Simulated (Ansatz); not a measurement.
## How methods differ on SnH2F (SMILES [F][SnH2])

SnH2F has 4 atoms, charge 0, and is taken as a doublet. SMILES: `[F][SnH2]`. The shape is that of a PBE0-D4/def2-TZVP optimisation.

```xyz
4

F    -1.5526   -0.1900    0.6407
Sn    0.0283   -0.2422   -0.4683
H     1.1841   -1.0544    0.5241
H     0.3957    1.4262   -0.7167
```

Quantity: the energy change with the Sn2–H4 bond stretched from 1.726 to 2.158 Å, in eV. The values are calculated.

| level | kind | program | value (eV) | less FCI/STO-3G | CPU time (all runs) |
| --- | --- | --- | --- | --- | --- |
| USVWN5/STO-3G | LDA | Ansatz | 1.20 | +0.04 | 3 s |
| UBLYP/STO-3G | GGA | Ansatz | 1.10 | -0.06 | 5 s |
| U-r2SCAN/STO-3G | meta-GGA | Ansatz | 1.22 | +0.06 | 14 s |
| UB3LYP/STO-3G | global hybrid | Ansatz | 1.23 | +0.07 | 5.3 s |
| U-wB97M-V/STO-3G | range-separated hybrid | Ansatz | 1.34 | +0.18 | 58 s |
| UCAM-B3LYP/STO-3G | range-separated hybrid | Ansatz | 1.35 | +0.19 | 6.4 s |
| UB2PLYP/STO-3G | double hybrid | Ansatz | 1.30 | +0.14 | 6 s |
| RPA@PBE/STO-3G | RPA | Ansatz | 1.12 | -0.04 | 5.2 s |
| UCCSD/STO-3G | coupled cluster or CI | Ansatz | 1.20 | +0.04 | 1.7 s |
| FCI/STO-3G | exact in the basis | Ansatz | 1.16 | 0.00 | 7.6 s |

FCI/STO-3G is exact within its basis and frozen core, so for wave-function methods in that basis the difference is their error; functionals converge differently with the basis, so for them it is only a difference. All-electron rows without a relativistic Hamiltonian named are non-relativistic. The first shape isn't each level's own minimum. The values span 1.10 to 1.35 eV. All rows use very small basis sets, so even the best lies far from the true value. In the correlated wave-function rows the outer d shell of Sn is correlated, in sets not made for it. CPU times are rough (shared hosts, several kinds of processor): they show what a rung costs within a factor of a few.
